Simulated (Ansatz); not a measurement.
# Molecular dynamics of ClGaH₄

Input file:

```yaml
crystal:
  periodic: [false, false, false]
  atoms:
    - { symbol: Ga, position_ang: [0.009537, -0.095887, -0.000107] }
    - { symbol: H, position_ang: [0.017004, 0.054738, 1.67906] }
    - { symbol: H, position_ang: [1.423447, 0.13782, -0.602867] }
    - { symbol: H, position_ang: [-1.422765, 0.063485, -0.583262] }
    - { symbol: Cl, position_ang: [0.075843, -2.436959, 0.971113] }
    - { symbol: H, position_ang: [0.046533, -1.116396, 1.645063] }
basis:
  gaussian: { orbitals: def2-SVP }
hamiltonian:
  xc: pbe0
md:
  timestep: 0.5
  n_steps: 200
  ensemble: nve
  temperature: 100.0
  initial_velocities: maxwell_boltzmann
  seed: 6590
```

Run as:

```bash
$ ansatz run input.yaml --threads 1 --pin off --max-ram 2048MiB --backend cpu --events-out ev --progress --plain --runs-dir out
```

It starts at the highest image of a converged band, a first-order saddle point between two minima.

Output, in part (one step line in 7, the closing report, with atoms numbered from 0):

```
md step     0: t =     0.00 fs  T =   100.0 K  F+E_penalty+E_count = -64943.19798732 eV  E_kin = 0.051704 eV  conserved = -64943.14628332 eV  (21 SCF iters)
md step     7: t =     3.50 fs  T =    68.1 K  F+E_penalty+E_count = -64943.18139196 eV  E_kin = 0.035186 eV  conserved = -64943.14620592 eV  (22 SCF iters)
md step    14: t =     7.00 fs  T =    44.9 K  F+E_penalty+E_count = -64943.16943084 eV  E_kin = 0.023236 eV  conserved = -64943.14619533 eV  (21 SCF iters)
md step    21: t =    10.50 fs  T =    54.5 K  F+E_penalty+E_count = -64943.17442026 eV  E_kin = 0.028187 eV  conserved = -64943.14623303 eV  (21 SCF iters)
md step    28: t =    14.00 fs  T =    49.1 K  F+E_penalty+E_count = -64943.17160867 eV  E_kin = 0.025363 eV  conserved = -64943.14624546 eV  (22 SCF iters)
md step    35: t =    17.50 fs  T =    18.0 K  F+E_penalty+E_count = -64943.15549813 eV  E_kin = 0.009303 eV  conserved = -64943.14619533 eV  (21 SCF iters)
md step    42: t =    21.00 fs  T =    23.9 K  F+E_penalty+E_count = -64943.15853909 eV  E_kin = 0.012345 eV  conserved = -64943.14619431 eV  (24 SCF iters)
md step    49: t =    24.50 fs  T =    61.1 K  F+E_penalty+E_count = -64943.17783271 eV  E_kin = 0.031568 eV  conserved = -64943.14626494 eV  (22 SCF iters)
md step    56: t =    28.00 fs  T =    59.6 K  F+E_penalty+E_count = -64943.17700520 eV  E_kin = 0.030824 eV  conserved = -64943.14618099 eV  (21 SCF iters)
md step    63: t =    31.50 fs  T =   102.9 K  F+E_penalty+E_count = -64943.19941022 eV  E_kin = 0.053198 eV  conserved = -64943.14621188 eV  (23 SCF iters)
md step    70: t =    35.00 fs  T =   154.3 K  F+E_penalty+E_count = -64943.22606697 eV  E_kin = 0.079771 eV  conserved = -64943.14629558 eV  (23 SCF iters)
md step    77: t =    38.50 fs  T =   176.3 K  F+E_penalty+E_count = -64943.23739462 eV  E_kin = 0.091174 eV  conserved = -64943.14622080 eV  (24 SCF iters)
md step    84: t =    42.00 fs  T =   224.3 K  F+E_penalty+E_count = -64943.26224894 eV  E_kin = 0.115997 eV  conserved = -64943.14625166 eV  (23 SCF iters)
md step    91: t =    45.50 fs  T =   274.0 K  F+E_penalty+E_count = -64943.28799148 eV  E_kin = 0.141691 eV  conserved = -64943.14630070 eV  (22 SCF iters)
md step    98: t =    49.00 fs  T =   278.7 K  F+E_penalty+E_count = -64943.29027492 eV  E_kin = 0.144101 eV  conserved = -64943.14617343 eV  (22 SCF iters)
md step   105: t =    52.50 fs  T =   334.2 K  F+E_penalty+E_count = -64943.31918510 eV  E_kin = 0.172788 eV  conserved = -64943.14639690 eV  (22 SCF iters)
md step   112: t =    56.00 fs  T =   327.0 K  F+E_penalty+E_count = -64943.31527911 eV  E_kin = 0.169097 eV  conserved = -64943.14618229 eV  (22 SCF iters)
md step   119: t =    59.50 fs  T =   360.6 K  F+E_penalty+E_count = -64943.33271276 eV  E_kin = 0.186420 eV  conserved = -64943.14629300 eV  (22 SCF iters)
md step   126: t =    63.00 fs  T =   398.8 K  F+E_penalty+E_count = -64943.35259727 eV  E_kin = 0.206208 eV  conserved = -64943.14638912 eV  (22 SCF iters)
md step   133: t =    66.50 fs  T =   363.2 K  F+E_penalty+E_count = -64943.33392374 eV  E_kin = 0.187790 eV  conserved = -64943.14613354 eV  (22 SCF iters)
md step   140: t =    70.00 fs  T =   416.7 K  F+E_penalty+E_count = -64943.36187693 eV  E_kin = 0.215447 eV  conserved = -64943.14642962 eV  (26 SCF iters)
md step   147: t =    73.50 fs  T =   384.8 K  F+E_penalty+E_count = -64943.34521476 eV  E_kin = 0.198973 eV  conserved = -64943.14624167 eV  (22 SCF iters)
md step   154: t =    77.00 fs  T =   339.3 K  F+E_penalty+E_count = -64943.32163372 eV  E_kin = 0.175429 eV  conserved = -64943.14620514 eV  (26 SCF iters)
md step   161: t =    80.50 fs  T =   337.4 K  F+E_penalty+E_count = -64943.32084351 eV  E_kin = 0.174433 eV  conserved = -64943.14641043 eV  (27 SCF iters)
md step   168: t =    84.00 fs  T =   265.2 K  F+E_penalty+E_count = -64943.28323421 eV  E_kin = 0.137136 eV  conserved = -64943.14609864 eV  (20 SCF iters)
md step   175: t =    87.50 fs  T =   266.6 K  F+E_penalty+E_count = -64943.28417857 eV  E_kin = 0.137848 eV  conserved = -64943.14633048 eV  (27 SCF iters)
md step   182: t =    91.00 fs  T =   227.1 K  F+E_penalty+E_count = -64943.26372144 eV  E_kin = 0.117440 eV  conserved = -64943.14628101 eV  (21 SCF iters)
md step   189: t =    94.50 fs  T =   194.9 K  F+E_penalty+E_count = -64943.24693824 eV  E_kin = 0.100792 eV  conserved = -64943.14614659 eV  (20 SCF iters)
md step   196: t =    98.00 fs  T =   209.1 K  F+E_penalty+E_count = -64943.25447588 eV  E_kin = 0.108089 eV  conserved = -64943.14638642 eV  (24 SCF iters)
md step   200: t =   100.00 fs  T =   169.8 K  F+E_penalty+E_count = -64943.23393229 eV  E_kin = 0.087811 eV  conserved = -64943.14612165 eV  (22 SCF iters)
Total energy: -64943.23396060 eV, -2386.6198279469 hartree
Atom 0 at     0.008355     0.053931    -0.053484 Å, force    -0.055101     0.134328     0.485744 eV/Å
Atom 1 at    -0.024519     0.935637     1.300002 Å, force     0.021590    -0.308677    -0.502978 eV/Å
Atom 2 at     1.338541    -0.158633    -0.865690 Å, force     0.050805     0.049686     0.078277 eV/Å
Atom 3 at    -1.315065    -0.523259    -0.676104 Å, force    -0.059392     0.119786     0.005965 eV/Å
Atom 4 at     0.078108    -2.675544     1.077569 Å, force     0.007357    -0.434391     0.670029 eV/Å
Atom 5 at     0.067387    -3.086240     2.327936 Å, force     0.034742     0.439268    -0.737037 eV/Å
Dipole moment:     0.006353    -0.317571     0.388218 e Å
```

The run went to its last step. The conserved energy stayed within 0.031 meV per atom of its start (net change 0.027 meV per atom), so the integration is sound. The kinetic energy rose, since the run started high on the potential surface and went downhill. It ends in pieces (ClH + GaH3), so much of that is their flight and rotation, not heat. A run of 0.1 ps of so small a system gives no equilibrium averages. The orbitals stay closed-shell, which can raise the energy where a bond breaks towards radicals; this wasn't checked here.

Between its relaxed ends the band would form H2–H6 and break Ga1–H2, Cl5–H6. These pairs go: H2–H6 1.17 → 4.15 Å, Ga1–H2 1.69 → 1.62 Å, Cl5–H6 1.48 → 1.32 Å. In the last frame they stand as before the step (other bonds may differ from the relaxed reactants and products). Also parted: Ga1–Cl5 2.54 → 2.96 Å. It ends as ClH + GaH3 by the count below, though a long contact still joins these pieces: Ga1–Cl5, 2.95 Å. Pairs count as bonded within 1.25 times the sum of covalent radii (0.12 Å more for H–H).

Last frame:

```xyz
6
Properties=species:S:1:pos:R:3
Ga 0.008 0.054 -0.053
H -0.025 0.936 1.300
H 1.339 -0.159 -0.866
H -1.315 -0.523 -0.676
Cl 0.078 -2.675 1.078
H 0.067 -3.086 2.328
```

Time of the run: 6.8 min on 1 thread of Arm Neoverse V1, on a shared host, peak memory 0.12 GiB.
